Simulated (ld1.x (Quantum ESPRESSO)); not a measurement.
**What one change does to a pseudopotential (nitrogen, TM)**

ld1.x (Quantum ESPRESSO) 7.5 input, shortened:

```
&input
   title='N', zed=7., rel=1, dft='PBESOL', iswitch=3,
   config='[He] 2s2 2p1 3d-2'
 /
 &inputp
   pseudotype=2, tm=.true., lloc=0,
   nlcc=.true., new_core_ps=.true., rcore=0.45
 /
3
2P  2  1   1.00   0.00  2.25  2.25  0.0
3D  3  2  -2.00   0.05  2.15  2.15  0.0
2S  1  0   2.00   0.00  1.00  1.00  0.0
 &test
   configts(1)='2s2 2p1'
 /
```

All-electron outer shells of the reference configuration (PBEsol, scalar-relativistic, ld1.x):

```tsv
shell	level (eV)	outermost node (bohr)	outermost maximum (bohr)
2s	-48.96	0.32	0.96
2p	-37.36	–	0.86
```

Change: reference 2s2 2p3.

Cutoffs: the cutoffs (Ry, on a coarse ladder) from which the occupation-weighted sum of valence levels, in a spherical-Bessel basis at the reference potential, stays within 10 and 1 mRy of its value at 400 Ry; they do not see the model core or the augmentation charge, which bear on the density cutoff. Errors are all-electron minus pseudo energies relative to the spin-unpolarised reference configuration.

Task: What does the change do?

Result: The potential gets neither clearly harder nor softer (55 Ry and 140 Ry → 50 Ry and 140 Ry); the s channel sets the loose cutoff, while the largest relative change is in p, which becomes softer; the range in which the p phases agree widens (upper end -0.7 → 1.2); the range in which the d phases agree widens (upper end 3.9 → at the end of the scan); neither file shows a bound ghost.

```tsv
quantity	base	changed
cutoff, loose	55 Ry	50 Ry
cutoff, tight	140 Ry	140 Ry
loose cutoff by channel (10 mRy a level)	p 30 Ry, s 50 Ry	p 25 Ry, s 45 Ry
bound ghosts	none	none
largest error over its own tests, meV	+1243	+3698
s: phases at 2.45 bohr within 0.05 rad from the reference energy up to (Ry; the scan ends near 5)	to the end of the scan	to the end of the scan
p: phases at 2.45 bohr within 0.05 rad from the reference energy up to (Ry; the scan ends near 5)	-0.7	1.2
d: phases at 2.45 bohr within 0.05 rad from the reference energy up to (Ry; the scan ends near 5)	3.9	to the end of the scan
```
